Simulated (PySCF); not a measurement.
Harmonic spectrum computed at PBE0 in the def2-TZVP basis family (core potentials from Rb on, PySCF, no spin–orbit coupling):

```tsv
symmetry	ω (cm⁻¹)	IR (km/mol)
a''	606	107
a'	673	95.0
a'	886	183
a'	1325	194
a'	1821	162
a'	3801	83.8
```

Q: Which molecule gave it? In each, all ligands are bound to the one heavy central atom.
A. ScO(OH) (singlet)
B. AlO(OH) (singlet)
C. BO(OH) (singlet)
D. NO(OH) (singlet)

A: D. It has Cs symmetry with N–O 1.162 Å, N–O 1.397 Å, O–H 0.967 Å.
